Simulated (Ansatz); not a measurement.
Reaction (hydrogenolysis of the Si–F bond): `CN([SiH2]O)[SiH](O)F` + H₂ → `CN([SiH2]O)[SiH2]O` + H–F

Computed with Ansatz on PBE0-D4/def2-TZVP structures; ΔE is electronic, products minus reactants. CBS: MP2 limit from def2 TZ/QZ plus the TZ coupled-cluster correction, frozen cores. This one scheme is used for every species. DFT in def2-TZVPP. B3LYP here is the variant with VWN-RPA as its local correlation; programs differ in this. Each species was taken in one conformer, which may not be the lowest.

(1) Is it downhill or uphill in electronic energy at CCSD(T)/CBS, and by how much? (Estimate.)

(2) What do these levels give: r2SCAN-D4, PBE0-D4, B3LYP-D4, ωB97X-V, B2PLYP, PBE, r2SCAN, PBE0, SCS-MP2/def2-TZVPP, MP2/def2-QZVPP, SCS-MP2/def2-QZVPP, HF/CBS(def2)? (An estimate is asked.)

Largest T1 diagnostic among the species: 0.011.

## Answers

(1) The calculation gave: Uphill: ΔE = +145.1 kJ/mol.

(2) The calculation gave: r2SCAN-D4 154.4, PBE0-D4 138.4, B3LYP-D4 147.7, ωB97X-V 146.8, B2PLYP 147.9, PBE 136.5, r2SCAN 154.0, PBE0 137.1, SCS-MP2/def2-TZVPP 146.4, MP2/def2-QZVPP 148.6, SCS-MP2/def2-QZVPP 147.6, HF/CBS(def2) 149.9 kJ/mol.
